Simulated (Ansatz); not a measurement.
Complex (SMILES): F (HF) with C[SiH3] (CH3-SiH3), atoms 1 to 2 the first; geometry from B3LYP-D3(BJ)/def2-TZVP, monomers rigid:
```xyz
10

F     -0.8072     1.2098    -1.0332
H     -0.8337     1.4847    -0.1466
C     -0.8969     2.1476     1.9988
Si    -0.9462     2.6964     3.7994
H     -1.4172     2.8789     1.3758
H      0.1409     2.0657     1.6668
H     -1.3852     1.1755     1.8964
H     -0.2415     1.7083     4.6485
H     -0.2858     4.0143     3.9445
H     -2.3510     2.8086     4.2554
```

Basis-set convergence of the counterpoise-corrected interaction energy at B3LYP with Ansatz (an electronic-structure program). All functions are spherical. The program fits the integrals of some runs and decomposes those of others, by size. No added dispersion term, no relativity. Functions are those of the species that has most. Reference: the value in aug-pcseg-3, -1.38 kcal/mol. Deviations are taken from unrounded values.

```json
[
 {"basis": "STO-3G", "functions": "26", "counterpoise-corrected interaction energy (kcal/mol)": "1.05", "minus reference (kcal/mol)": "2.43"},
 {"basis": "3-21G", "functions": "45", "counterpoise-corrected interaction energy (kcal/mol)": "-0.84", "minus reference (kcal/mol)": "0.54"},
 {"basis": "def2-SV(P)", "functions": "60", "counterpoise-corrected interaction energy (kcal/mol)": "-0.83", "minus reference (kcal/mol)": "0.55"},
 {"basis": "cc-pV(D+d)Z", "functions": "86", "counterpoise-corrected interaction energy (kcal/mol)": "-0.75", "minus reference (kcal/mol)": "0.63"},
 {"basis": "cc-pV(T+d)Z", "functions": "197", "counterpoise-corrected interaction energy (kcal/mol)": "-1.12", "minus reference (kcal/mol)": "0.26"},
 {"basis": "6-311++G(3df,3pd)", "functions": "251", "counterpoise-corrected interaction energy (kcal/mol)": "-1.36", "minus reference (kcal/mol)": "0.02"},
 {"basis": "aug-pcseg-2", "functions": "303", "counterpoise-corrected interaction energy (kcal/mol)": "-1.33", "minus reference (kcal/mol)": "0.05"},
 {"basis": "cc-pV(Q+d)Z", "functions": "384", "counterpoise-corrected interaction energy (kcal/mol)": "-1.29", "minus reference (kcal/mol)": "0.09"},
 {"basis": "aug-pcseg-3", "functions": "602", "counterpoise-corrected interaction energy (kcal/mol)": "-1.38", "minus reference (kcal/mol)": "0.00"}
]
```
